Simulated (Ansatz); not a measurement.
Ag₂Pd⁻, relaxed as a doublet with UKS PBE-D4/def2-TZVPD in Ansatz, starting from the GFN2-xTB geometry. Force threshold 0.02 eV/Å.

In the def2 sets Ag, Pd take a core potential; there is no spin–orbit coupling. The highest occupied level of the charge -1 doublet lies above zero (up to 0.12 eV). It is a level of β spin, whose loss leaves a triplet; that state wasn't run at this geometry and level. The electron is either unbound and held by the finite basis, or the level is raised by self-interaction error. The relaxation made no stability test and no search for a lower SCF solution. No other spin state of charge -1 was run. The structure comes from a short search, and lower isomers may exist.

Start:

```csv
atom,x (Å),y (Å),z (Å)
Pd1,2.2290,0.9818,-0.8105
Ag2,0.0011,0.0019,-0.0064
Ag3,-2.2301,-0.9838,0.8170
```

Task: Estimate the energy that the relaxation releases and the steps that it takes.

Result: 0.6 kcal/mol, in 3 steps; 4.3 s on 4 threads of Arm Neoverse V1 on a shared host. No frequencies were taken in this run, so the end may be a saddle point.

Task: Does the start keep its bonding and symmetry?

Result: By distances, no bond broke or formed. The bond that changes most is Ag2–Ag3, from 2.57 to 2.66 Å (atoms count from 1). Point group C∞v at the start, C∞v at the end, both within 0.05 Å.

Task: Predict the relaxed structure.

Result: 
Cartesian coordinates in Å:
```
Pd 2.283 1.006 -0.831
Ag 0.010 0.005 -0.008
Ag -2.294 -1.012 0.839
```
Bond lengths (bridged metal pairs left out): 1 × Ag–Pd 2.62 Å; 1 × Ag–Ag 2.66 Å.
